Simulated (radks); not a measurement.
Polarisability of neutral rhenium, [Xe] 4f14 5d5 6s2, at imaginary frequency. Calculated with a radial shooting solver on a logarithmic mesh with Libxc functionals: scalar-relativistic Kohn-Sham, PBE, spin-polarised, spherical densities, finite nucleus; open shells are filled with parallel spins first (spin-orbit coupling, left out, can overturn this in heavy ions); Fermi nuclear charge, rms radius 5.3698 fm. Response by self-consistent Sternheimer equations with the Hartree and adiabatic LDA kernel, the relativistic mass of each level held fixed and spin-orbit coupling left out.

w (hartree)  alpha1(iw) (bohr^3)
0.00266                    61.77
0.0143                     61.48
0.0360                     59.92
0.0697                     55.55
0.118                      47.49
0.186                      36.96
0.280                      26.53
0.413                      18.03
0.605                      11.81
0.892                      7.449
1.35                       4.446
2.12                       2.425
3.59                       1.142
6.94                      0.4288
17.5                      0.1036

Static values: alpha1 = 61.78 bohr^3 (9.154 angstrom^3; uncoupled 123.3). C6 = 717.9, triple-dipole C9 = 30550 atomic units. One-pole (London) frequency 4 C6 / (3 alpha1^2) = 0.251 hartree, against 0.177 for minus the highest occupied eigenvalue. Recommended static value: 62 bohr^3 (Schwerdtfeger and Nagle, 2023 table).
